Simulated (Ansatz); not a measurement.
Geometry optimisation, Ansatz 0.2.0, RKS PBE/6-31G*.

Input file:

```yaml
crystal:
  periodic: [false, false, false]
  atoms:
    - { symbol: Al, position_ang: [0.006803, -0.542379, -0.52636] }
    - { symbol: Cl, position_ang: [0.060521, -0.027323, 2.858364] }
    - { symbol: Cl, position_ang: [1.82566, 0.283568, -1.129725] }
    - { symbol: Cl, position_ang: [-1.813755, 0.230628, -1.197473] }
    - { symbol: F, position_ang: [0.004384, -1.966355, 0.36688] }
    - { symbol: H, position_ang: [0.061687, -1.274339, 2.369115] }
basis:
  gaussian: { orbitals: "6-31G*" }
hamiltonian:
  xc: pbe
relax:
  f_tol: 0.03
  max_steps: 50
output:
  orbitals: {}
```

Launched with:

```bash
$ ansatz run input.yaml --threads 2 --pin off --max-ram 3072MiB --backend cpu --events-out ev --progress --plain --runs-dir out
```

Question: Where does it end, and by what steps?

Answer: It converged. After 6 steps the energy has fallen by 0.214 eV; Cl2 moved furthest, 0.60 Å. Joined: Al1–Cl2 (3.42 → 2.55 Å).

```tsv
step	energy less start (eV)	largest force component (eV/Å)	accepted
0	0.0000	0.872	yes
1	-0.0616	0.597	yes
2	-0.1366	0.463	yes
3	-0.1662	0.755	yes
4	-0.2082	0.414	yes
5	-0.2121	0.259	yes
6	-0.2135	0.029	yes
```

```xyz
6
Properties=species:S:1:pos:R:3
Al 0.022 -0.516 -0.223
Cl 0.022 0.058 2.263
Cl 1.837 0.275 -0.933
Cl -1.808 0.242 -0.931
F 0.034 -2.101 0.360
H 0.037 -1.255 2.205
```

Whether the end is a true minimum wasn't checked by a vibrational analysis.

The run took 9.8 s on 2 threads of Intel(R) Xeon(R) Platinum 8488C (Sapphire Rapids), on a shared host, peak memory 0.16 GiB.
